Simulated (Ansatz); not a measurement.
Isomers of GeSb₅⁻ (singlet), relaxed with PBE-D4/def2-SVPD; total energies from Ansatz at RPA@PBE/def2-TZVPD.

```csv
isomer,description,energy (Eh)
A,point group Cs; 6 × Sb–Sb 2.78 to 3.06 Å; 4 × Ge–Sb 2.74 to 3.06 Å,-3274.42914
B,point group Cs; 4 × Sb–Sb 2.73 to 2.81 Å; 3 × Ge–Sb 2.71 to 2.86 Å,-3274.40621
```

In the def2 sets Sb takes a core potential; there is no spin–orbit coupling. Correlated methods freeze 29 core orbitals; core or outer-core shells of Sb, Ge are correlated, in sets that lack core-valence functions.

The isomers come from a short search, and lower ones may exist.

Problem. Work out the relative energies (1 Eh = 2625.5 kJ/mol) and the Boltzmann populations at 1200 K from electronic energies alone (R = 8.314 J/mol/K).

Solution. ΔE: A 0.0, B 60.2 kJ/mol. RT = 9.98 kJ/mol. Factors exp(−ΔE/RT): A 1, B 0.0024; sum 1.002. Populations: A 99.8 %, B 0.2 %. Zero-point energy, vibrational entropy and symmetry numbers are left out and can shift these; an error of 4 kJ/mol changes a ratio by a factor of 1.5. Over the other density-functional and correlated levels in def2 sets, the gap between A and B ranges from 57 to 75 kJ/mol.
